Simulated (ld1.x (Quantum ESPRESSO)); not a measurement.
**Ranking TM potentials for Cl (Z = 17)**

All share these settings but for the change named:

| Quantity | Value |
| --- | --- |
| Element | chlorine (Cl) |
| Generator | ld1.x (Quantum ESPRESSO) 7.5 |
| Type | norm-conserving Troullier–Martins (Kleinman–Bylander form) |
| Functional | PBE |
| Relativity | scalar-relativistic |
| Frozen core | [Ne] |
| Valence charge | 7 |
| Reference configuration | 3s2 3p3 (charge +2) |
| Partial waves | 3p (bound): rc 1.10 bohr; 3d channel at 0.45 Ry: rc 1.20 bohr; 3s (bound): rc 1.35 bohr |
| Local potential | the s channel |
| Core correction | Bessel-smoothed model core inside 1.00 bohr |

Test errors are all-electron minus pseudo excitation energies from the reference, over 3s2 3p5; 3s2 3p4; 3s2 3p2; 3s2 3p5.3; 3s2 3p1; 3s2 3p4.5; 3s1 3p6. None of these files shows a bound ghost.

The base gives 82.1 meV.

Of 12 variants that were run, those that failed, showed a ghost or another fault, or gave nearly equal values are left out.

A variant can come out equal or close to the base, since the largest error may sit in a test that the change hardly touches while other tests move.

Rank these variants by their largest absolute test error, smallest first.
A. wave 3d channel at 0.45 Ry: rc 1.20 bohr becomes 3d channel at 0.45 Ry: rc 0.86 bohr
B. all radii but the core radius scaled by about 1.13 (s 1.52, p 1.24, d 1.36 bohr)
C. wave 3s (bound): rc 1.35 bohr becomes 3s (bound): rc 2.06 bohr
D. type PAW; waves now 3s (bound): rcut 1.15, rcutus 1.35 bohr; 3s channel at -3 Ry: rcut 1.15, rcutus 1.35 bohr; 3p (bound): rcut 0.95, rcutus 1.10 bohr; 3p channel at 0.05 Ry: rcut 0.95, rcutus 1.10 bohr; 3d channel at 0.45 Ry: rcut 1.05, rcutus 1.20 bohr; 3d channel at 1.1 Ry: rcut 1.05, rcutus 1.20 bohr; local potential all-electron potential smoothed inside 1.35 bohr (lloc = -1); augmentation PSQ, inside the norm-conserving radii
E. wave 3s (bound): rc 1.35 bohr becomes 3s (bound): rc 1.74 bohr

D (40.0 meV), A (82.1 meV), B (110.1 meV), E (146.5 meV), C (262.6 meV).
